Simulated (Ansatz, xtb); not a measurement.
## A geometry optimisation of CH5GeS with r2SCAN-D4/def2-SVP

The starting geometry of this gas-phase doublet has its atoms placed at random.

| atom | x (Å) | y (Å) | z (Å) |
| --- | --- | --- | --- |
| C | 1.6463 | -1.5926 | -0.1227 |
| Ge | 0.3473 | 0.8860 | 0.2023 |
| S | -0.2388 | -0.4483 | -1.0934 |
| H | 0.5682 | 0.0547 | 1.8355 |
| H | -1.0434 | 1.3617 | -0.3812 |
| H | -1.3310 | 0.7821 | 1.3416 |
| H | 0.1062 | 1.3889 | -1.6427 |
| H | 0.9385 | -1.0639 | -1.9348 |

Q: Guess where an optimisation with r2SCAN-D4/def2-SVP ends from this start.

A: It falls apart into GeH4 + CHS. Distances that change by over a tenth: Ge2–H4 (1.85 → 1.53 Å), S3–H8 (1.57 → 1.39 Å). Contacts that open: Ge2–S3 (1.95 → 4.19 Å). Contacts that close: C1–S3 (2.41 → 1.65 Å), Ge2–H6 (2.03 → 1.53 Å), Ge2–H7 (1.93 → 1.54 Å).

The energy falls by 10.04 eV over 29 steps:

```csv
step,E − E(last) (eV)
1,10.042
4,5.750
7,3.817
10,2.534
13,0.472
17,0.035
20,0.015
23,0.006
26,0.000
29,0.000
```

Final geometry (Å):

```yaml
atoms:
  - { symbol: C, position_ang: [1.1200, -1.7810, 0.0151] }
  - { symbol: Ge, position_ang: [-0.2865, 1.2795, 0.3943] }
  - { symbol: S, position_ang: [0.9053, -2.2237, -1.5611] }
  - { symbol: H, position_ang: [0.8502, 1.3216, 1.4152] }
  - { symbol: H, position_ang: [-0.9964, 2.6424, 0.3514] }
  - { symbol: H, position_ang: [-1.3037, 0.1932, 0.7565] }
  - { symbol: H, position_ang: [0.2784, 0.9993, -1.0084] }
  - { symbol: H, position_ang: [0.4259, -1.0629, -2.1585] }
```

From the same start GFN2-xTB ends elsewhere, in pieces: CH3GeS + H2.

From so rough a start the end depends on the optimiser's path, so another program may land elsewhere. The end wasn't checked by frequencies. Open shells are spin-unrestricted. Run with Ansatz 0.2.0, 3.1 min on 2 threads of Arm Neoverse V2, with other jobs on the host.
